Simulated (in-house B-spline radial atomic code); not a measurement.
Excitations of Co15+ by several methods

Full response, energies in eV; labels give the largest channel, * marks a mixed state, a dash one above the method's threshold, and an imaginary frequency an unstable closed-shell reference. Computed with a B-spline radial code for spherical atoms: linear response of the closed shell [Ne] 3s2 with each method's own kernel (bare exchange for TDHF, static screening on G0W0 levels for BSE, the adiabatic kernel for functionals); scalar-relativistic (spin-free one-electron X2C), finite nucleus, no spin-orbit coupling, no double excitations, S, P, D and F terms only.

Spin-orbit coupling is strong here, so these LS terms don't match observed levels.

```
        method  3s → 3p 3P  3s → 3p 1P  3s → 3d 3D  α (bohr³)
          TDHF      29.442       46.03       88.05     0.2794
           PBE       31.85       46.66       85.71     0.2646
          PBE0       31.40       46.43       86.40     0.2691
BSE on G0W0@HF       31.82       47.17       91.95     0.2592
         wB97X           ?           ?           ?          ?
          BLYP           ?           ?           ?          ?
```

Problem. What does BLYP give?

Solution. 3s → 3p 3P: 30.97; 3s → 3p 1P: 46.80; 3s → 3d 3D: 84.99; α: 0.2621 (eV, bohr³).

Problem. What does wB97X give?

Solution. 3s → 3p 3P: 32.00; 3s → 3p 1P: 46.68; 3s → 3d 3D: 86.36; α: 0.2658 (eV, bohr³).
